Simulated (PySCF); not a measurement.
W(O)3 anion (O₃W), SMILES [O]=[W](=[O])=[O] (connectivity only; charge and spin as stated), charge -1, multiplicity 2.

The structure is a stationary point at r2SCAN-D4/def2-SVPD. A frequency run showed that this geometry is not a minimum. The spin state was assumed, not searched. The isomer is the one that the SMILES or the coordinates give; other isomers of the formula were not compared. The def2 effective core potentials stand for the cores of W; spin–orbit coupling is left out.

Computed with r2SCAN-D4/def2-SVPD in PySCF.

Frequencies are harmonic and unscaled.

Modes within 1.5 cm⁻¹ of each other (mostly degenerate sets) share a row, with their intensities summed.

Question: Give all harmonic wavenumbers and intensities. (An estimate is asked for; the answer gives what the named calculation found.)

Answer: 
```csv
mode,ν (cm⁻¹),IR (km/mol),moving atoms (share of kinetic energy)
1,130i,33.8,"O 79 %, W 21 %"
2–3,283,4.3,O 93 %
4–5,878,639.6,"O 87 %, W 13 %"
6,928,0.0,O 100 %
```
